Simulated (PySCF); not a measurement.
Gas-phase reaction: 3 Ga(CH3)2Cl = 2 Ga(CH3)3 + GaCl3

Computed with PySCF and rigid-rotor harmonic-oscillator thermochemistry at 1 bar. † marks an energy on the PBE0/def2-TZVP geometry and frequencies; other levels use their own. MP2 freezes the core. All species are closed-shell singlets. Ga: all electrons, no relativistic terms. Methyl groups turn as free rotors in Ga(CH3)2Cl, Ga(CH3)3. Ga(CH3)2Cl: computed as isolated molecules; such fragments, hydroxides, amides, oligomers or adducts are transient or little studied in the gas. MP2 isn't extrapolated to the basis-set limit; its ΔH°(298 K) is 70.0 kJ in def2-SVP and 75.2 kJ in def2-TZVPP. The harmonic model lacks anharmonicity and excited electronic states, which grow with temperature; levels with a mode under 35 cm⁻¹ are left out.

```json
[
 {"level": "BLYP/def2-TZVP†", "ΔE electronic, kJ": "87", "ΔH°(298 K), kJ": "83", "ΔS°(298 K), J/K": "-27", "ΔG°(1200 K), kJ": "114"},
 {"level": "MP2/def2-TZVPP†", "ΔE electronic, kJ": "79", "ΔH°(298 K), kJ": "75", "ΔS°(298 K), J/K": "-27", "ΔG°(1200 K), kJ": "106"},
 {"level": "PBE/def2-SVP", "ΔE electronic, kJ": "87", "ΔH°(298 K), kJ": "84", "ΔS°(298 K), J/K": "-25", "ΔG°(1200 K), kJ": "112"},
 {"level": "PBE0/def2-QZVP†", "ΔE electronic, kJ": "85", "ΔH°(298 K), kJ": "81", "ΔS°(298 K), J/K": "-27", "ΔG°(1200 K), kJ": "112"},
 {"level": "PBE0/def2-SVP†", "ΔE electronic, kJ": "88", "ΔH°(298 K), kJ": "84", "ΔS°(298 K), J/K": "-27", "ΔG°(1200 K), kJ": "115"},
 {"level": "LDA/def2-TZVP†", "ΔE electronic, kJ": "86", "ΔH°(298 K), kJ": "82", "ΔS°(298 K), J/K": "-27", "ΔG°(1200 K), kJ": "113"},
 {"level": "ωB97X-V/def2-TZVP†", "ΔE electronic, kJ": "83", "ΔH°(298 K), kJ": "79", "ΔS°(298 K), J/K": "-27", "ΔG°(1200 K), kJ": "110"}
]
```
ΔH° is lowest at MP2/def2-TZVPP† and highest at PBE0/def2-SVP†. No reference value is set beside these.
